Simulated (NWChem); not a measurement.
System meant: C2H5ClOSi; SMILES C(=C)O[SiH2]Cl

Input file for NWChem:

```
start job
memory heap 200 mb stack 900 mb global 1100 mb
geometry units angstroms noautosym nocenter noautoz
  C      0.528248    -3.155728    -0.024874
  C      0.219089    -1.896417     0.321449
  O     -0.055019    -0.926448    -0.607060
  Si    -0.899130     0.500793    -0.341647
  Cl    -0.116789     1.492677     1.310359
  H      0.555006    -3.466211    -1.079687
  H      0.767992    -3.889420     0.756215
  H      0.198774    -1.562395     1.375950
  H     -0.692339     1.315475    -1.573024
  H     -2.343063     0.225819    -0.051540
end
basis spherical
  * library def2-svp
end
dft
  xc xtpss03 ctpss03
  iterations 150
end
property
  shielding
end
task dft property
```

End of the output:

```
 Vector   31  Occ=0.000000D+00  E= 1.092797D-02
              MO Center= -4.3D-01, -1.6D-01,  2.1D-01, r^2= 4.7D+00
   Bfn.  Coefficient  Atom+Function         Bfn.  Coefficient  Atom+Function
  ----- ------------  ---------------      ----- ------------  ---------------
    55      0.634260   4 Si pz               45      0.511660   4 Si s
    46      0.462483   4 Si s                53      0.416833   4 Si px
    64     -0.393793   5 Cl s                72      0.357818   5 Cl py
    73      0.340749   5 Cl pz               21      0.299488   2 C  px
    31     -0.279847   3 O  s                 7     -0.252168   1 C  px

 center of mass
 --------------
 x =  -0.39685238 y =  -0.29175121 z =   0.51690133

 moments of inertia (a.u.)
 ------------------
        1281.591027875086         189.560553046823         -43.364577750594
         189.560553046823         349.224903153617        -240.462812736780
         -43.364577750594        -240.462812736780        1141.387545924410

     Multipole analysis of the density
     ---------------------------------

     L   x y z        total         alpha         beta         nuclear
     -   - - -        -----         -----         ----         -------
     0   0 0 0     -0.000000    -28.000000    -28.000000     56.000000

     1   1 0 0     -0.309625     11.224166     11.224166    -22.757957
     1   0 1 0     -0.086701     11.970181     11.970181    -24.027063
     1   0 0 1     -0.067635    -13.114434    -13.114434     26.161232

     2   2 0 0    -33.133687    -53.068630    -53.068630     73.003572
     2   1 1 0     -0.846126     49.600189     49.600189   -100.046505
     2   1 0 1      0.762600     -6.358670     -6.358670     13.479940
     2   0 2 0    -32.523731   -303.642998   -303.642998    574.762265
     2   0 1 1     -1.829220    -52.228736    -52.228736    102.628251
     2   0 0 2    -32.771411    -88.706110    -88.706110    144.640809

          -----------------------------------------
          Chemical Shielding Tensors (GIAO, in ppm)
          -----------------------------------------

 ------------------------------------------------------------------------
  xtpss03: d2 not coded                    0
 ------------------------------------------------------------------------
 ------------------------------------------------------------------------
  current input line :
    25: task dft property
 ------------------------------------------------------------------------
 ------------------------------------------------------------------------
 This error has not yet been assigned to a category
 ------------------------------------------------------------------------
 For more information see the NWChem manual at https://nwchemgit.github.io

0: xtpss03: d2 not coded:Received an Error in Communication
```

Problem. Find the fault in this run and fix the input.

Solution. The program stopped with an error. Cause: this functional's second derivatives, which shieldings need, aren't coded here; the fix takes a hybrid GGA instead. This input runs:
```
start job
memory heap 200 mb stack 900 mb global 1100 mb
geometry units angstroms noautosym nocenter noautoz
  C      0.528248    -3.155728    -0.024874
  C      0.219089    -1.896417     0.321449
  O     -0.055019    -0.926448    -0.607060
  Si    -0.899130     0.500793    -0.341647
  Cl    -0.116789     1.492677     1.310359
  H      0.555006    -3.466211    -1.079687
  H      0.767992    -3.889420     0.756215
  H      0.198774    -1.562395     1.375950
  H     -0.692339     1.315475    -1.573024
  H     -2.343063     0.225819    -0.051540
end
basis spherical
  * library def2-svp
end
dft
  xc pbe0
  iterations 150
end
property
  shielding
end
task dft property
```
It converges to -903.38750 Ha (PBE0/def2-SVP, GIAO).
